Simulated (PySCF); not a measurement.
Electronic structure of Kr²⁺ (krypton, charge +2) at the M06-L level

Configuration: [Ar] 3d10 4s2 4p4, high-spin 3P determinant. All numbers are calculated (PySCF 2.14, scalar relativity by spin-free X2C-1e, in Sapporo-DKH3-DZP-2012).

```
Total energy                                                  : -2788.460 hartree
One-electron energy                                           : -3843.522 hartree
Hartree (Coulomb) energy                                      : 1151.614 hartree
Exchange-correlation energy                                   : -96.552 hartree
⟨S²⟩                                                          : 2.0025
⟨L²⟩                                                          : 2.007
Sum of ⟨r⟩                                                    : 21.20 bohr
Sum of ⟨r²⟩                                                   : 25.63 bohr²
Traceless quadrupole moment −½Σ⟨3z² − r²⟩ along its main axis : -1.40 e·bohr²
Langevin diamagnetic susceptibility                           : -20.3 ×10⁻⁶ cm³/mol
Time after the integrals                                      : 0.98 s of wall time on 1 thread of Neoverse-V2 (shared host)
```

| shell | electrons | mean orbital energy (eV) | spread (eV) | rms radius, mean of both spins (bohr) |
| --- | --- | --- | --- | --- |
| 1s α | 1 | -14197.7 | 0 | 0.0478 |
| 1s β | 1 | -14197.5 | 0 | 0.0478 |
| 2s α | 1 | -1905.3 | 0 | 0.199 |
| 2s β | 1 | -1905.2 | 0 | 0.199 |
| 2p α | 3 | -1684.4 | 0.302 | 0.177 |
| 2p β | 3 | -1684.2 | 0.151 | 0.177 |
| 3s α | 1 | -297.51 | 0 | 0.566 |
| 3s β | 1 | -297.33 | 0 | 0.566 |
| 3p α | 3 | -225.96 | 0.813 | 0.582 |
| 3p β | 3 | -225.74 | 0.645 | 0.582 |
| 3d α | 5 | -108.60 | 0.805 | 0.613 |
| 3d β | 5 | -108.30 | 0.584 | 0.613 |
| 4s α | 1 | -48.034 | 0 | 1.61 |
| 4s β | 1 | -44.895 | 0 | 1.61 |
| 4p α | 3 | -32.349 | 1.625 | 1.85 |
| 4p β | 1 | -29.990 | 0 | 1.85 |

Densities and radii are taken from the X2C orbitals without a picture-change correction, which distorts them close to the nucleus.
